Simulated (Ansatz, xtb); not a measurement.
# C5H4ClFS: which of two isomers lies lower

Structure a is `FCc1ccsc1Cl`, a singlet and structure b is `FCc1csc(Cl)c1`, a singlet. Both are isolated molecules in the gas phase, relaxed with B3LYP/def2-SVP; the shapes shown needn't be the lowest conformers.

a (Å):

```xyz
12

C    -1.4361    1.2465    1.0777
C    -1.6091   -0.1678    0.5949
C    -1.6362   -1.3136    1.4522
C    -1.8067   -2.4918    0.7734
C    -1.7628   -0.5265   -0.7234
Cl   -1.7873    0.5523   -2.0755
F    -1.2933    1.2744    2.4493
S    -1.9403   -2.2438   -0.9356
H    -0.5429    1.7094    0.6208
H    -2.3102    1.8637    0.8021
H    -1.5299   -1.2397    2.5341
H    -1.8622   -3.5007    1.1797
```

b (Å):

```xyz
12

C    -2.2764    0.0572   -1.2901
C    -0.9789    0.2117   -0.5538
C    -0.3419    1.4105   -0.3457
C     0.9052   -0.5014    0.6103
C    -0.2572   -0.8957    0.0032
Cl    2.0622   -1.5057    1.4034
F    -3.1918   -0.6531   -0.5317
S     1.1490    1.2220    0.5150
H    -2.1270   -0.4995   -2.2332
H    -2.7043    1.0438   -1.5351
H    -0.6708    2.4035   -0.6511
H    -0.5928   -1.9319   -0.0355
```

Which of the two would you expect CCSD(T)/def2-SVP + ΔMP2/def2-TZVPP electronic energies to favour?

Too close to call at this level: CCSD(T)/def2-SVP + ΔMP2/def2-TZVPP gives E(b) − E(a) = −0.56 kJ/mol.

The same difference at several levels:

| level | geometry | E(b) − E(a) (kJ/mol) | departure from the last row (kJ/mol) | job, with rough time for the two |
| --- | --- | --- | --- | --- |
| GFN2-xTB | GFN2-xTB | +2.74 | +3.30 | optimisation, 0.15 s |
| HF/STO-3G | GFN2-xTB | +3.02 | +3.57 | single point, 0.44 s |
| r2SCAN-D4/def2-SVP | GFN2-xTB | +5.40 | +5.95 | single point, 2.6 s |
| B3LYP/def2-SVP | B3LYP/def2-SVP | +0.58 | +1.14 | optimisation, 60 s |
| HF/def2-SVP | B3LYP/def2-SVP | +0.21 | +0.77 | part of the CCSD(T) run |
| MP2/def2-SVP | B3LYP/def2-SVP | +1.91 | +2.46 | part of the CCSD(T) run |
| CCSD(T)/def2-SVP | B3LYP/def2-SVP | +1.76 | +2.32 | single point |
| CCSD(T)/def2-SVP + ΔMP2/def2-TZVPP | B3LYP/def2-SVP | −0.56 |  | single point, 80 s |

As drawn, both hold the same kinds of bond in the same numbers.

The largest departure from CCSD(T)/def2-SVP + ΔMP2/def2-TZVPP is that of r2SCAN-D4/def2-SVP, 5.95 kJ/mol. A small imaginary or near-zero mode remains, so no thermal terms are given. The last row adds to CCSD(T) the change of the MP2 difference between the two basis sets, here −2.32 kJ/mol.

The correlated steps freeze 16 core orbitals. Run with Ansatz 0.2.0, xtb 6.7.1; the last row on 4 threads of Intel(R) Xeon(R) Platinum 8375C CPU @ 2.90GHz (Ice Lake) on a shared host.
